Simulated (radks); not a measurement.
Effect of the nuclear size on the nickel ion Ni2+, [Ar] 3d8. All-electron calculation, Dirac Kohn-Sham, PBE, spin-unpolarised, spherical densities, finite nucleus; open shells are shared between the two j in proportion to 2j + 1; Fermi nuclear charge, rms radius 3.7757 fm. Program: a radial shooting solver on a logarithmic mesh with Libxc functionals. The rms radius is varied about that value; shifts are against it.

| rms radius (fm) | total energy shift (eV) | density at nucleus (e/bohr^3) | 1s1/2 shift (meV) | 2s1/2 shift (meV) | 3s1/2 shift (meV) |
|---|---|---|---|---|---|
| 3.1263 | -0.0498 | 1.978e+04 | -21.2 | -1.98 | -0.295 |
| 3.417 | -0.0286 | 1.97e+04 | -12.2 | -1.14 | -0.169 |
| 3.7757 | 0 | 1.96e+04 | 0.000 | 0.000 | 0.000 |
| 3.9154 | 0.0119 | 1.956e+04 | 5.04 | 0.472 | 0.070 |
| 4.6932 | 0.0854 | 1.939e+04 | 36.3 | 3.39 | 0.506 |

Slopes of the eigenvalues against <r^2> in GHz/fm^2, as finite differences over the two radii next to the reference (eigenvalue slopes, not the field-shift constants of lines): 1s1/2 1140, 2s1/2 106, 3s1/2 15.9.
